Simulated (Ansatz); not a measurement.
Reaction (atomization): `C#C[SiH2]CCl` → 3 C• + Cl• + 5 H• + Si•

Gas-phase electronic energies from Ansatz, PBE0-D4/def2-TZVP geometries. CCSD(T)/CBS adds triple-zeta CCSD(T) − MP2 to the extrapolated MP2 energy (def2 sets, frozen cores). This one scheme is used for every species, atoms too. DFT in def2-TZVPP. B3LYP here is the variant with VWN-RPA as its local correlation; programs differ in this. No spin–orbit coupling; open shells (•) take unrestricted orbitals. Spin–orbit coupling would lower the free atoms: a little for C, Cl, Si. One conformer a species, not always the lowest.

`C#C[SiH2]CCl`:

```xyz
10

C    -1.938    1.510    0.867
C    -0.912    1.111    0.374
Si    0.628    0.497   -0.378
C     0.639   -1.384   -0.360
Cl    0.650   -1.990    1.316
H    -2.843    1.861    1.307
H     0.694    0.956   -1.790
H     1.795    1.008    0.378
H    -0.242   -1.793   -0.855
H     1.527   -1.775   -0.860
```

| species | B3LYP-D4 energy (Eh) |
| --- | --- |
| `C#C[SiH2]CCl` | -867.08285 |
| C• | -37.85948 |
| Cl• | -460.16701 |
| H• | -0.50215 |
| Si• | -289.39209 |

(1) Work out ΔE.

Largest T1 diagnostic among the species: 0.012.

Results:

(1) ΔE = 5 × (-0.50215) + 3 × (-37.85948) + (-460.16701) + (-289.39209) − (-867.08285) = 1.43456 Eh = +39.04 eV. CCSD(T)/CBS gives +39.13 eV.

From PBE to PBE0 (25 % exact exchange), in def2-TZVPP and without D4, ΔE moves by −0.62 eV: exact exchange takes away binding that semilocal exchange gives to molecules. The D4 term adds +0.38 eV with B3LYP and +0.20 eV with PBE0; it sums over pairs of atoms, weighted by their polarisabilities, and B3LYP, whose exchange is more repulsive, gets the larger term. In def2-TZVPP, CCSD(T) changes the Hartree–Fock value by +9.25 eV (the triples alone add +0.67 eV) and MP2 by +10.06 eV; breaking electron pairs costs correlation energy, which Hartree–Fock lacks.

For atomizations the MP2-based limit and the directly extrapolated one differ by several kJ/mol either way, and by 10 to 25 for some Ge, Se and Sn compounds, so smaller differences from it don't rank the levels.
